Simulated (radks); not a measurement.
Results of a calculation; reference values are marked as such.
Effect of the nuclear size on the thulium ion Tm3+, [Xe] 4f12. Code: a radial shooting solver on a logarithmic mesh with Libxc functionals. Model: Dirac Kohn-Sham, LDA (Slater exchange, Perdew-Wang correlation), spin-unpolarised, spherical densities, finite nucleus; open shells fill j = l - 1/2 first; Fermi nuclear charge, rms radius 5.2256 fm. The rms radius is varied about that value; shifts are against it.

rms radius (fm)  total energy shift (eV)  density at nucleus (e/bohr^3)  1s1/2 shift (meV)  2s1/2 shift (meV)  4p1/2 shift (meV)  5s1/2 shift (meV)  5p1/2 shift (meV)  4f7/2 shift (meV)  6s1/2 (empty) shift (meV)
4.703                              -6.62                       9.76e+05              -2710               -365              0.073              -3.12              0.084              0.374                     -0.551
4.7553                             -5.98                      9.728e+05              -2450               -329              0.066              -2.82              0.076              0.338                     -0.498
5.2256                                 0                      9.458e+05              0.000              0.000              0.000              0.000              0.000              0.000                      0.000
5.7377                              6.96                      9.198e+05               2850                383             -0.075               3.28             -0.088             -0.393                      0.579
6.485                               17.9                      8.867e+05               7330                987             -0.190               8.45             -0.226              -1.01                       1.49

Slopes of the eigenvalues against <r^2> in GHz/fm^2, as finite differences over the two radii next to the reference (eigenvalue slopes, not the field-shift constants of lines): 1s1/2 124000, 2s1/2 16700, 4p1/2 -3.31, 5s1/2 143, 5p1/2 -3.84, 4f7/2 -17.1, 6s1/2 (empty) 25.2.
